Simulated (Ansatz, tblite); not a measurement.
Isomers of In₄P₂Cl₆ (singlet), found by a short tight-binding search and relaxed with r2SCAN-D4/def2-SVP in Ansatz.

In the def2 sets In takes a core potential; there is no spin–orbit coupling. The xTB rows come from tblite.

Other spin states weren't relaxed.

A:

```csv
atom,x (Å),y (Å),z (Å)
In1,1.727,-0.440,0.370
In2,-1.825,-0.533,-0.004
In3,0.309,-1.200,-2.583
In4,0.903,1.538,2.977
P5,0.029,-2.210,-0.278
P6,2.953,0.953,1.899
Cl7,-1.255,0.818,-2.135
Cl8,0.035,2.730,4.790
Cl9,-1.455,1.115,1.888
Cl10,2.577,-0.153,-2.119
Cl11,-4.147,-0.821,0.028
Cl12,0.150,-1.796,-4.833
```

B:

Cartesian coordinates in Å:
```
In 0.5032 2.0682 -0.0280
In 0.3097 -0.7118 2.0601
In 1.7287 -1.0962 -0.8099
In -1.7496 -0.9592 -0.7358
P 2.2465 0.6680 1.0216
P -0.1388 -2.5373 0.2711
Cl -3.8228 -0.7957 -1.7815
Cl -0.2640 -0.8236 4.3344
Cl 3.1482 -1.7460 -2.5640
Cl -0.0673 4.2502 -0.6043
Cl -0.1528 0.6260 -2.1864
Cl -1.7410 1.0575 1.0227
```

Problem. Estimate which lies lowest at each level, and how far above it the others are (kcal/mol).

Solution. 
```csv
level,A,B
GFN1-xTB,23.5,0.0
GFN2-xTB,9.7,0.0
PBE-D4/def2-SVP,18.1,0.0
r2SCAN-D4/def2-SVP,17.4,0.0
PBE0-D4/def2-SVP,19.2,0.0
```
Point groups (tolerance 0.1 Å): A not assigned, B Cs. Lower isomers may exist.
